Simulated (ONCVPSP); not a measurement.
# What one change does to a pseudopotential (arsenic, ONCV)

* Element: As
* Generator: ONCVPSP 4.0.1
* Type: optimised norm-conserving Vanderbilt (ONCV)
* Functional: PBE
* Relativity: scalar-relativistic
* Frozen core: [Ar] 3d10
* Valence charge: 5
* Reference configuration: 4s1.5 4p3.5
* Partial waves: 4s: rc 1.45 bohr, ncon 4, nbas 8, qcut 3.9 1/bohr, 2 projectors, debl 3.8 Ha; 4p: rc 1.55 bohr, ncon 3, nbas 7, qcut 5.2 1/bohr, 3 projectors, debl 2.7 Ha
* Local potential: polynomial inside 1.10 bohr (lpopt 4, dvloc0 0 Ha)
* Core correction: polynomial model core, fcfact 0.55

Change: reference 4s2 4p3.

Cutoffs: the cutoffs (Ha) at which the residual kinetic energy of the hardest occupied pseudo-wave falls to 1 and 0.1 mHa per electron; they do not see the model core or the augmentation charge, which bear on the density cutoff. Errors are all-electron minus pseudo energies relative to the spin-unpolarised reference configuration.

Q: What does the change do?

A: The potential gets neither clearly harder nor softer (17 Ha and 59 Ha → 16 Ha and 58 Ha); both files keep a bound ghost (p).

```tsv
quantity	base	changed
cutoff, loose	17 Ha	16 Ha
cutoff, tight	59 Ha	58 Ha
loose cutoff by channel	s 17 Ha, p 8.8 Ha	s 16 Ha, p 8.7 Ha
bound ghosts	p	p
GHOST(+) flags under 300 eV	s at 131.5 eV, p at 251.5 eV	s at 131.9 eV, p at 251.9 eV
largest error over its own tests, meV	-18	-335
s: phases at 1.47 bohr within 0.05 rad from the reference energy up to (Ha; the scan ends near 5)	4.6	4.6
p: phases at 1.57 bohr within 0.05 rad from the reference energy up to (Ha; the scan ends near 5)	to the end of the scan	to the end of the scan
rms error of d²Exc/dni dnj with the model core, mHa	0.40	0.34
```

 A true bound ghost makes a file unfit for plane-wave use even where its test errors are small: the radial tests pick states by their node count and pass the ghost by.
